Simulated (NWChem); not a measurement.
# InH3; SMILES [InH3]

Program: NWChem. The geometry was optimised at PBE-D3(BJ)/def2-SVP. def2 effective core potentials on In; no spin-orbit coupling. Static field.

Problem. Among these, which level gives the lowest value of “isotropic polarisability (bohr³)”?
A) PBE/def2-SVPD
B) B3LYP/def2-SVPD
C) Hartree-Fock/def2-SVPD
D) CAM-B3LYP/def2-SVPD

Solution. C, Hartree-Fock/def2-SVPD. Values: Hartree-Fock/def2-SVPD 39.1; CAM-B3LYP/def2-SVPD 41.9; B3LYP/def2-SVPD 42.5; PBE/def2-SVPD 43.7
